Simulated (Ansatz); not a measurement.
C4H7NSi, SMILES C/C(C#N)=C/[SiH3]. Atoms are numbered in the order given.

```xyz
13

C      2.1331    -0.8898     0.7746
C      0.8246    -0.3086     0.3251
C      0.4281     0.9169     0.9676
N      0.1121     1.9044     1.4881
C      0.0185    -0.8446    -0.6148
Si    -1.6243    -0.1211    -1.1835
H      2.1139    -1.1063     1.8543
H      2.9559    -0.1779     0.6033
H      2.3495    -1.8188     0.2309
H      0.3667    -1.7789    -1.0730
H     -2.1788    -1.0151    -2.2421
H     -2.5836    -0.0485    -0.0422
H     -1.4237     1.2480    -1.7432
```
Charge 0, spin multiplicity 1.

Coordinates come from a PBE0-D3(BJ)/def2-SVP optimisation. The structure was generated by enumeration; whether it is a known compound was not checked.

Two levels are set side by side: PBE-D3(BJ)/def2-SVP (Ansatz, a program for electronic structure) and PBE0-D3(BJ)/def2-SVP (Ansatz). Each level has its own optimised geometry; the coordinates shown are those of the second. Differences are taken from unrounded values.

```
quantity              PBE0-D3(BJ)  PBE-D3(BJ)  PBE-D3(BJ) minus PBE0-D3(BJ)
--------------------  -----------  ----------  ----------------------------
mean bond length (Å)        1.351       1.360                         0.009
bond C1–C2 (Å)              1.501       1.509                         0.008
bond C2–C3 (Å)              1.439       1.441                         0.002
bond C2–C5 (Å)              1.349       1.363                         0.014
bond C3–N4 (Å)              1.160       1.175                         0.015
bond C5–Si6 (Å)             1.883       1.890                         0.007
bond C1–H7 (Å)              1.101       1.110                         0.008
bond C1–H8 (Å)              1.101       1.110                         0.008
bond C1–H9 (Å)              1.098       1.106                         0.008
bond C5–H10 (Å)             1.097       1.105                         0.008
bond Si6–H11 (Å)            1.492       1.503                         0.010
bond Si6–H12 (Å)            1.493       1.503                         0.011
bond Si6–H13 (Å)            1.493       1.503                         0.011
```

Exact exchange shortens and stiffens bonds; PBE has none. Differences between two approximate levels are no errors against the true value.
